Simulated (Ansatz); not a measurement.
Stepwise reaction of `[SiH3][SiH](Br)Br` with ammonia, as a gas-phase model of exchange steps in deposition or etching. ΔE in kJ/mol; ΔG adds harmonic PBE0-D4 terms to CCSD(T)/CBS, at 1 bar.

Program: Ansatz. Geometries: PBE0-D4/def2-TZVP. ΔE: electronic, gas phase. CCSD(T)/CBS adds triple-zeta CCSD(T) − MP2 to the extrapolated MP2 energy (def2 sets, frozen cores). This one scheme is used for every species. DFT in def2-TZVPP. B3LYP here is the variant with VWN-RPA as its local correlation; programs differ in this. For Br outer-core shells are correlated without core-valence functions, which leaves a few kJ/mol of doubt a bond. Scalar relativity is left out up to krypton. One conformer a species, not always the lowest.

```json
{"step": "1", "reaction": "`[SiH3][SiH](Br)Br` + NH₃ → `N[SiH]([SiH3])Br` + HBr", "PBE-D4": "38.9", "B3LYP-D4": "33.8", "ωB97M-V": "34.5", "CCSD(T)/CBS": "38.6", "ΔG(600 K)": "31.6"}
```

(1) Give the row of step 2, `N[SiH]([SiH3])Br` + NH₃ → `N[SiH](N)[SiH3]` + HBr. (Best estimate.)

(2) By hand: ΔE of the 2 steps together at CCSD(T)/CBS.

Answers

(1) Ansatz gave: 
| step | reaction | PBE-D4 | B3LYP-D4 | ωB97M-V | CCSD(T)/CBS | ΔG(600 K) |
| --- | --- | --- | --- | --- | --- | --- |
| 2 | `N[SiH]([SiH3])Br` + NH₃ → `N[SiH](N)[SiH3]` + HBr | 58.2 | 53.4 | 54.3 | 56.3 | 46.4 |

(2) (38.6) + (56.3) = 94.9 kJ/mol, or 47.5 kJ/mol a step.

In ΔE each step is higher than the one before. All are uphill at CCSD(T)/CBS. ΔG lies between 31.6 and 46.4 kJ/mol a step. PBE-D4 differs from CCSD(T)/CBS by 0.3 to 1.9 kJ/mol a step. Isolated molecules leave out the surface, adducts and barriers. Largest T1 diagnostic: 0.011.
